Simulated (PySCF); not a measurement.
SiHF2Br, SMILES F[SiH](F)Br. Geometry optimised at ωB97X-D3(BJ)/def2-SVP.

Question: Give the equilibrium geometry at ωB97X-D3(BJ)/def2-SVP (PySCF confirms it by a frequency run) as bond lengths and angles, and its point group. (Estimate from the structure and the level; the computed values follow.)

Answer: point group Cs.
Atoms: Si1 F2 F3 Br4 H5. Bond lengths (Å): Si1–F2 1.608, Si1–F3 1.608, Si1–Br4 2.181, Si1–H5 1.469. Angles (°): F2–Si1–F3 107.4, F2–Si1–Br4 108.9, F2–Si1–H5 109.9, F3–Si1–Br4 108.9, F3–Si1–H5 109.9, Br4–Si1–H5 111.8.
Charge 0, spin multiplicity 1.
